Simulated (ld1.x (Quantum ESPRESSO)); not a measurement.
## molybdenum: variants of one TM potential

Base potential:

```json
{
 "Element": "molybdenum",
 "Generator": "ld1.x (Quantum ESPRESSO) 7.5",
 "Type": "norm-conserving Troullier–Martins (Kleinman–Bylander form)",
 "Functional": "PBEsol",
 "Relativity": "fully relativistic",
 "Frozen core": "[Kr]",
 "Valence charge": "6",
 "Reference configuration": "4d5 5s0 5p0 (charge +1)",
 "Partial waves": "5s (bound, empty): rc 2.60 bohr; 5p (bound, empty): rc 2.45 bohr; 4d (bound): rc 2.40 bohr",
 "Local potential": "the d channel",
 "Core correction": "Bessel-smoothed model core inside 2.50 bohr"
}
```

Open shells are filled in proportion to 2j + 1 (rel_dist='average').

Cutoffs, loose and tight: the cutoffs (Ry, on a coarse ladder) from which the occupation-weighted sum of valence levels, in a spherical-Bessel basis at the reference potential, stays within 10 and 1 mRy of its value at 400 Ry. They do not see the model core or the augmentation charge, which bear on the density cutoff. Test errors are all-electron minus pseudo excitation energies from the reference, over the configurations 4d5 5s1 5p0; 4d4 5s0 5p0; 4d3 5s0 5p0; 4d5 5s0 5p1; 4d4 5s1 5p0; 4d2 5s0 5p0; 4d4 5s1 5p1. A dash means not determined; rows that change the core or the reference have their own tests.

A true bound ghost makes a file unfit for plane-wave use even where its test errors are small: the radial tests pick states by their node count and pass the ghost by.

| change | outcome | cutoff, loose | cutoff, tight | bound ghosts | largest test error (meV) |
| --- | --- | --- | --- | --- | --- |
| base | generated | 35 Ry | 40 Ry | s, p3/2, p1/2 | -1192 |
| core correction none | generated | 35 Ry | 40 Ry | s, p3/2, p1/2 | -218 |
| core correction Bessel-smoothed model core inside 1.02 bohr | generated | 35 Ry | 40 Ry | s, p3/2, p1/2 | -1417 |
| core correction Bessel-smoothed model core inside 1.28 bohr | generated | 35 Ry | 40 Ry | s, p3/2, p1/2 | -1417 |
| core correction Bessel-smoothed model core inside 1.42 bohr | generated | 35 Ry | 40 Ry | s, p3/2, p1/2 | -1418 |
| core correction Bessel-smoothed model core inside 1.70 bohr | generated | 35 Ry | 40 Ry | s, p3/2, p1/2 | -1418 |
| core correction Bessel-smoothed model core inside 1.94 bohr | generated | 35 Ry | 40 Ry | s, p3/2, p1/2 | -1400 |
| core correction Bessel-smoothed model core inside 2.12 bohr | generated | 35 Ry | 40 Ry | s, p3/2, p1/2 | -1363 |
| core correction Bessel-smoothed model core inside 2.46 bohr | generated | 35 Ry | 40 Ry | s, p3/2, p1/2 | -1211 |
| core correction Bessel-smoothed model core inside 2.58 bohr | generated | 35 Ry | 40 Ry | s, p3/2, p1/2 | -1150 |
| core correction Bessel-smoothed model core inside 2.86 bohr | generated | 35 Ry | 40 Ry | s, p3/2, p1/2 | -913 |
